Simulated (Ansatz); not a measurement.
`[OH][Sn]([F])([F])[SiH3]` + H–F → `[OH][Sn]([F])([F])[F]` + SiH₄  (cleavage of the Sn–Si bond)

Computed with Ansatz on PBE0-D4/def2-TZVP structures; ΔE is electronic, products minus reactants. CCSD(T)/CBS is the MP2 limit (def2-TZVPP, def2-QZVPP) plus CCSD(T) − MP2 in def2-TZVPP, frozen cores. This one scheme is used for every species. Elements past krypton have def2 core potentials. For Sn outer-core shells are correlated without core-valence functions, which leaves a few kJ/mol of doubt a bond. Each species was taken in one conformer, which may not be the lowest.

```
                   species  CCSD(T)/CBS(def2) energy (Eh)
`[OH][Sn]([F])([F])[SiH3]`                     -780.36593
                       H–F                     -100.39570
   `[OH][Sn]([F])([F])[F]`                     -589.29279
                      SiH₄                     -291.46306
```

**Question.** Work out ΔE.

**Answer.** ΔE = (-589.29279) + (-291.46306) − (-780.36593) − (-100.39570) = 0.00578 Eh = +3.6 kcal/mol.

Largest T1 diagnostic among the species: 0.015.

At CCSD(T), def2-SVP lies −3.4 kcal/mol from the extrapolated value and def2-TZVPP −0.9 kcal/mol. In def2-TZVPP, CCSD(T) changes the Hartree–Fock value by +4.8 kcal/mol (the triples alone add +0.0 kcal/mol) and MP2 by +5.7 kcal/mol. From r2SCAN to r2SCAN0 (25 % exact exchange), in def2-TZVPP and without D4, ΔE moves by +1.5 kcal/mol.
